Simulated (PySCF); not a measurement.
Screening by computed properties: pick the candidate that meets the target.

Species are written as SMILES; each is one conformer at its optimised geometry, gas phase, non-relativistic unless stated. Electronic properties by PySCF.

The conformers computed, where there is a choice (atom-mapped SMILES and torsion angles):
- `[CH3:1][C@@H:2]([SiH3:3])[S:4][SiH2:5][O:6][SiH3:7]`: C1–C2–S4–Si5 144°, C2–S4–Si5–O6 -36°, S4–Si5–O6–Si7 -36°
- `[CH:1]#[C:2][SiH2:3][Si@:4]([OH:5])([CH:6]=[CH2:7])[CH:8]=[O:9]`: C2–Si3–Si4–O5 -173°, Si3–Si4–C6–C7 119°, Si3–Si4–C8–O9 -117°, H–O5–Si4–Si3 139°
- `[CH3:1][C:2]#[C:3]/[C:4]([SiH2:5][F:6])=[C:7](\[SiH3:8])[C:9]#[N:10]`: C3–C4–Si5–F6 -3°
- `[CH3:1]/[C:2]([CH2:3][N:4]([CH3:5])[CH3:6])=[C:7]1\[CH2:8][SiH2:9]1`: C1–C2–C3–N4 61°, C2–C3–N4–C5 67°
- `[CH3:1][O:2][C@@H:3]([SiH2:4][CH:5]=[C:6]=[O:7])[C:8]([CH3:9])=[S:10]`: C1–O2–C3–Si4 160°, O2–C3–Si4–C5 -55°, C3–Si4–C5–C6 23°, O2–C3–C8–C9 -24°
- `[CH2:1]=[CH:2][C@:3]([CH:4]=[O:5])([CH2:6][SiH3:7])[CH:8]1[CH2:9][CH2:10]1`: C1–C2–C3–C4 150°, C2–C3–C4–O5 -147°, C2–C3–C6–Si7 160°, C2–C3–C8–C9 43°
- `[CH3:1][CH2:2][Si@:3]([OH:4])([SiH3:5])[S:6][SiH3:7]`: C1–C2–Si3–O4 -56°, C2–Si3–S6–Si7 58°, H–O4–Si3–C2 81°

Question: Wanted: dipole moment below 1 D (PBE0/pcSseg-1) and HOMO energy above -6.84 eV (PBE0/pcSseg-1), at GFN2-xTB geometries. Which candidate meets both?
A. `C[C@@H]([SiH3])S[SiH2]O[SiH3]`
B. `C/C(CN(C)C)=C1\C[SiH2]1`
C. `C#C[SiH2][Si@](O)(C=C)C=O`
D. `CC#C/C([SiH2]F)=C(\[SiH3])C#N`

Answer: B. Computed values:
| species | dipole moment | HOMO energy |
| --- | --- | --- |
| C/C(CN(C)C)=C1\C[SiH2]1 | 0.50 D | -6.16 eV |
| C[C@@H]([SiH3])S[SiH2]O[SiH3] | 1.70 D | -6.78 eV |
| C#C[SiH2][Si@](O)(C=C)C=O | 1.99 D | -6.90 eV |
| CC#C/C([SiH2]F)=C(\[SiH3])C#N | 4.75 D | -7.44 eV |

Question: Wanted: HOMO–LUMO gap between 6.4 eV and 6.6 eV (PBE0/pcSseg-1) and smallest rotational constant below 0.76 GHz (GFN2-xTB), at GFN2-xTB geometries. Which candidate meets both?
A. `CC#C/C([SiH2]F)=C(\[SiH3])C#N`
B. `C=C[C@](C=O)(C[SiH3])C1CC1`
C. `C[C@@H]([SiH3])S[SiH2]O[SiH3]`
D. `CC[Si@](O)([SiH3])S[SiH3]`
E. `CO[C@@H]([SiH2]C=C=O)C(C)=S`

Answer: C. Computed values:
| species | HOMO–LUMO gap | smallest rotational constant |
| --- | --- | --- |
| CO[C@@H]([SiH2]C=C=O)C(C)=S | 4.23 eV | 0.517 GHz |
| CC#C/C([SiH2]F)=C(\[SiH3])C#N | 4.81 eV | 0.442 GHz |
| C=C[C@](C=O)(C[SiH3])C1CC1 | 6.35 eV | 0.794 GHz |
| C[C@@H]([SiH3])S[SiH2]O[SiH3] | 6.49 eV | 0.645 GHz |
| CC[Si@](O)([SiH3])S[SiH3] | 6.76 eV | 0.716 GHz |
